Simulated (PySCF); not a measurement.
## MRb for M along the third period

r²SCAN with double-zeta basis sets in PySCF, for the lowest determinant that a PBE0 search found; no spin–orbit coupling. De refers to high-spin ground-configuration atoms. A positive dipole means M(−)Rb(+).

```csv
M,basis,state (unpaired electrons),Re (Å),ωe (cm⁻¹),De (eV),μ (D)
Na,def2-SVP,singlet (closed shell),3.772,102,0.49,3.49
Mg,def2-SVP,doublet (σ ↑),4.136,70.7,0.18,2.64
Al,def2-SVP,"triplet (σ ↑, π ↑)",3.594,121,0.71,7.72
Si,def2-SVP,"quartet (σ ↑, π ↑↑)",3.243,172,1.68,10.63
P,def2-SVPD,triplet (π ↑↑),3.220,172,1.23,8.69
S,def2-SVP,doublet (π ↑),2.994,218,2.62,10.44
Cl,def2-SVP,singlet (closed shell),2.832,241,4.25,10.51
```

Task: By what factor does the harmonic wavenumber vary along the series?

Result: At r²SCAN it runs from 70.7 cm⁻¹ (RbMg) to 241 cm⁻¹ (RbCl), a factor of 3.41.

The rows differ in basis set, which adds steps of its own.

The state changes along the series, so neighbouring rows are not always alike in their bonding.

Closed-shell solutions of metal pairs were not tested for spin polarisation, which can lower them a little. Weak bonds: RbMg, RbNa. Basis-set superposition, not corrected here, can be much of De in a small basis, most of all at correlated wavefunction levels. Functionals without a dispersion term scatter widely for such bonds, and LDA overbinds them. States were picked by a PBE0 search and need not be the measured ground states.
